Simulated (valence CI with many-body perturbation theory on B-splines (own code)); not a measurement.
# Fe13+: electric-dipole lines

Computed by configuration interaction combined with many-body perturbation theory (CI+MBPT): three valence electrons over a frozen Dirac-Fock core [Ne], radial functions for each j: 11 s, 11 p, 9 d, 7 f, 5 g, 2 h, 1 i, with the one-electron correlation potential Σ1, the two-electron term Σ2, the three-electron term Σ3, Breit, model QED; selected CI, second order for the rest (own B-spline code, finite nucleus).

No measured spectrum was set against this ion. As an estimate, levels of excited configurations hold to 0.05 to 0.15 % of their energy, terms of the ground configuration to about 0.5 %.

Lines 151 to 200 of 263 in falling wavelength, among levels below 138.98 eV, chosen from the strongest by gf and those to the six lowest levels. Wavelengths and rates use the calculated energies, so an error of 300 cm⁻¹ moves a line at 24.00 nm by 0.072 % and its rate by three times that or more. Electric multipoles are in the length gauge, E1 and E2 with the static RPA response of the core. Weak lines are less certain than strong ones. Lines between different terms over intervals too small for the method are left out, as are lines whose strength nearly cancels. Where a level lies close to another of its J and parity, the split of strength between their lines is uncertain. The highest levels of a list are the least certain.

Names give the largest LS component (configuration and term), which can be under half, so a name can repeat, a term be missing and a line seem to break the LS rules; names also repeat where a configuration has a term twice. Letters in brackets count levels of one name in rising energy.

```tsv
λ vac (nm)	Upper	Lower	A (s⁻¹)	log gf	Branch %
24.00	3s3p3d ⁴F°_3/2	3s3p² ⁴P_1/2	1.92e+07	-3.18	3.3
23.95	3p³ ²P°_1/2	3s3p² ⁴P_1/2	1.56e+07	-3.57	0.1
23.92	3s3p3d ²D°_3/2	3s3p² ²D_3/2	2.98e+10	0.01	84.7
23.89	3s3p3d ²D°_5/2 [a]	3s3p² ²D_3/2	3.82e+09	-0.71	11.2
23.75	3p³ ²P°_3/2	3s3p² ⁴P_1/2	2.20e+08	-2.13	1.4
23.44	3s3p3d ²P°_1/2 [a]	3s3p² ²P_1/2	2.72e+10	-0.35	59.8
23.42	3p²3d ²P_1/2 [a]	3p³ ²D°_3/2	1.31e+10	-0.67	53.6
23.16	3p²3d ²D_3/2 [b]	3p³ ²P°_3/2	8.81e+09	-0.55	30.7
23.05	3p²3d ²P_1/2 [b]	3p³ ²P°_1/2	2.70e+10	-0.37	69.5
22.97	3p²3d ²D_3/2 [b]	3p³ ²P°_1/2	5.75e+09	-0.74	20.1
22.60	3p²3d ²P_3/2 [b]	3p³ ²P°_3/2	1.54e+10	-0.33	45.5
22.60	3s3p3d ²P°_3/2 [a]	3s3p² ²S_1/2	3.97e+10	0.08	77.4
22.58	3s3p3d ²P°_1/2 [b]	3s3p² ²P_3/2	1.03e+10	-0.80	16.5
22.55	3s3p3d ²F°_5/2 [a]	3s3p² ²D_5/2	2.77e+09	-0.90	16.2
22.53	3p²3d ²S_1/2	3p³ ²P°_3/2	2.93e+10	-0.35	71.9
22.49	3p²3d ²D_5/2 [a]	3p³ ⁴S°_3/2	2.27e+10	0.01	43.1
22.43	3s3p3d ²F°_5/2 [a]	3s3p² ²D_3/2	1.26e+10	-0.24	73.3
22.37	3s3p3d ²P°_3/2 [c]	3s3p² ²P_3/2	3.20e+10	-0.02	45.9
22.33	3s3p3d ⁴P°_5/2	3s3p² ⁴P_5/2	2.59e+09	-0.94	9.1
22.33	3s3p3d ²D°_5/2 [b]	3s3p² ²P_3/2	5.78e+10	0.41	74.8
22.30	3p²3d ²D_3/2 [a]	3p³ ⁴S°_3/2	8.34e+09	-0.60	16.5
22.21	3s3p3d ⁴D°_3/2	3s3p² ⁴P_5/2	8.67e+08	-1.59	2.5
22.20	3s3p3d ²P°_1/2 [a]	3s3p² ²S_1/2	1.37e+10	-0.70	30.0
22.18	3s3p3d ²P°_1/2 [b]	3s3p² ²P_1/2	8.32e+09	-0.91	13.3
22.12	3s3p3d ²P°_3/2 [b]	3s3p² ²P_1/2	4.32e+10	0.10	65.3
22.05	3p²3d ²D_5/2 [a]	3p³ ²D°_5/2	1.37e+10	-0.22	26.1
22.01	3s²3d ²D_3/2	3s²3p ²P°_3/2	7.84e+09	-0.64	18.2
21.97	3s3p3d ²P°_3/2 [c]	3s3p² ²P_1/2	4.62e+09	-0.87	6.6
21.94	3p²3d ⁴P_1/2	3p³ ⁴S°_3/2	4.40e+10	-0.20	64.2
21.92	3p²3d ⁴P_5/2	3p³ ⁴S°_3/2	1.85e+10	-0.10	33.3
21.91	3s²3d ²D_5/2	3s²3p ²P°_3/2	3.92e+10	0.23	100.0
21.90	3p²3d ⁴P_3/2	3p³ ⁴S°_3/2	3.52e+10	0.01	57.8
21.86	3s3p3d ⁴P°_5/2	3s3p² ⁴P_3/2	2.48e+10	0.03	87.0
21.81	3s3p3d ²F°_7/2 [a]	3s3p² ²D_5/2	1.58e+10	-0.05	86.3
21.75	3s3p3d ⁴D°_3/2	3s3p² ⁴P_3/2	5.95e+09	-0.77	17.0
21.70	3s3p3d ⁴D°_7/2	3s3p² ⁴P_5/2	3.96e+10	0.35	99.1
21.68	3s3p3d ⁴D°_1/2	3s3p² ⁴P_3/2	7.60e+08	-1.97	1.9
21.68	3p²3d ²D_3/2 [a]	3p³ ²D°_3/2	2.48e+10	-0.16	49.1
21.66	3s3p3d ⁴D°_5/2	3s3p² ⁴P_5/2	2.65e+10	0.05	72.1
21.66	3s3p3d ⁴P°_3/2	3s3p² ⁴P_5/2	1.17e+10	-0.48	36.7
21.50	3p²3d ⁴P_5/2	3p³ ²D°_5/2	1.34e+10	-0.25	24.1
21.39	3s3p3d ⁴D°_3/2	3s3p² ⁴P_1/2	2.76e+10	-0.12	78.9
21.32	3s3p3d ⁴D°_1/2	3s3p² ⁴P_1/2	3.97e+10	-0.27	98.0
21.24	3s3p3d ⁴P°_1/2	3s3p² ⁴P_3/2	2.76e+10	-0.43	99.7
21.22	3s3p3d ⁴D°_5/2	3s3p² ⁴P_3/2	1.01e+10	-0.39	27.5
21.22	3s3p3d ⁴P°_3/2	3s3p² ⁴P_3/2	2.00e+10	-0.27	62.7
21.13	3s²3d ²D_3/2	3s²3p ²P°_1/2	3.53e+10	-0.02	81.8
21.07	3s3p3d ²P°_1/2 [b]	3s3p² ²S_1/2	1.62e+10	-0.67	25.9
21.06	3s3p3d ²D°_3/2	3s3p² ⁴P_5/2	7.96e+06	-3.67	0.0
21.03	3s3p3d ²D°_5/2 [a]	3s3p² ⁴P_5/2	4.85e+07	-2.71	0.1
```
